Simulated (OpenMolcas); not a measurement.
**3d ions of charge +4 along the row**

```
Program             : OpenMolcas
Method              : SS-CASPT2, IPEA 0.25 Eh, imaginary shift 0.1 Eh
Basis               : ANO-RCC-VQZP
Scalar Hamiltonian  : DKH2, point nucleus
Spin-orbit coupling : state interaction with AMFI integrals over the reference wave functions, term energies averaged over their components
```

Active space: the 3d shell; CASPT2 also correlates the outermost closed s and p core shells.

B and C come from two terms' centres of gravity (d2, d8: 3P = 15B, 1G = 12B + 2C; d3, d7: 4P = 15B, 2G = 4B + 3C; d4, d6: 3G = 9B + 4C, 3H = 4B + 4C; d5: 4D = 17B + 5C, 4G = 10B + 5C, above the ground term), where all their levels are at least 80 % pure. ζ = ±2S·A comes from the whole width of the ground multiplet by E(J) = (A/2) J(J+1), where its levels are at least 85 % pure. Energies in cm-1.

```csv
Ion,Configuration,Lowest level,Weight (%),B,B measured,C,C measured,ζ,ζ measured
Cr4+,3d²,³F₂,100,1065,1013,4482,4600,328,326
Mn4+,3d³,⁴F_3/2,100,1103,1065,4286,4365,417,403
Fe4+,3d⁴,⁵D₀,100,1037,982,5135,5137,540,513
Co4+,3d⁵,⁶S_5/2,100,1113,,5468,,,
Ni4+,3d⁶,⁵D₄,100,1278,1271,5424,5383,793,823
Cu4+,3d⁷,⁴F_9/2,100,1305,1302,5312,5496,973,1008
```

Measured columns use the levels in Sugar and Corliss, J. Phys. Chem. Ref. Data 6, 317 (1977) (Cr4+); Corliss and Sugar, J. Phys. Chem. Ref. Data 6, 1253 (1977) (Mn4+); Corliss and Sugar, J. Phys. Chem. Ref. Data 11, 135 (1982) (Fe4+); Corliss and Sugar, J. Phys. Chem. Ref. Data 10, 197 (1981) (Ni4+); Sugar and Musgrove, J. Phys. Chem. Ref. Data 19, 527 (1990) (Cu4+).

The computed B goes from 1065 (Cr4+) to 1305 cm-1 (Cu4+), a factor of 1.23, though not at every step. It departs from the measured column by 0 to +6 %. The Trees term is left out, which lowers the B read from the levels of every ion, most for d4 to d6. The pair of terms that fixes B changes along the row, so steps between ions also reflect that choice.

The computed ζ goes from 328 (Cr4+) to 973 cm-1 (Cu4+), a factor of 2.97, rising at every step. It departs from the measured column by -4 to +5 %.

Term energies are means over components that CASPT2 splits; among the low terms the widest spread is 1800 cm-1 (3d⁷ ²H, Cu4+). The CASPT2 spread within a term exceeds the gap to the next term for 3d³ ²D(1) and 3d³ ²P, 3d³ ²P and 3d³ ²H, so the order of their levels is uncertain, and so are names and mixing where such terms share a J (figures for Mn4+; the like holds for Fe4+, Cu4+). Computed and measured levels are paired by configuration, term and J; levels that our copy of the source lacks, or whose pairing is in doubt (as where it misses far off the trend of its configuration), stay unpaired and out of the deviations. Only configurations of the active space appear.

A number in round brackets counts repeated terms of one configuration in the order of the reference energies.
